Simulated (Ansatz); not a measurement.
Basis-set series for `C[Si]1(Br)CO1`. Charge 0, multiplicity 1. The geometry is a stationary point of PBE0-D4/def2-TZVP.

Z-matrix (Å, degrees):
```
C
Si 1 1.844
H 1 1.092 2 109.6
H 1 1.091 2 110.8 3 120.7
H 1 1.092 2 110.0 3 -119.7
Br 2 2.206 1 110.5 3 -178.6
C 2 1.797 1 127.1 3 -18.2
O 2 1.646 1 119.0 3 43.2
H 7 1.088 2 121.4 1 -161.2
H 7 1.088 2 123.1 1 1.9
```

```tsv
functional	basis	functions	energy (Eh)	HOMO (eV)	LUMO (eV)
PBE0-D4	def2-SVP	117	-3017.02699	-7.52	0.35
PBE0-D4	def2-TZVPP	253	-3017.63131	-7.58	0.07
ωB97M-V	def2-SVP	117	-3017.38539	-9.72	2.27
ωB97M-V	def2-TZVPP	253	-3017.99523	-9.81	1.86
```

Q: Give the rows for def2-QZVPP. (Best estimate.)

A: Ansatz gave: 
```tsv
functional	basis	functions	energy (Eh)	HOMO (eV)	LUMO (eV)
PBE0-D4	def2-QZVPP	480	-3017.70292	-7.60	-0.09
ωB97M-V	def2-QZVPP	480	-3018.06389	-9.83	1.35
```

Positive LUMOs are unbound and depend on the basis. Scalar relativity is left out up to krypton.
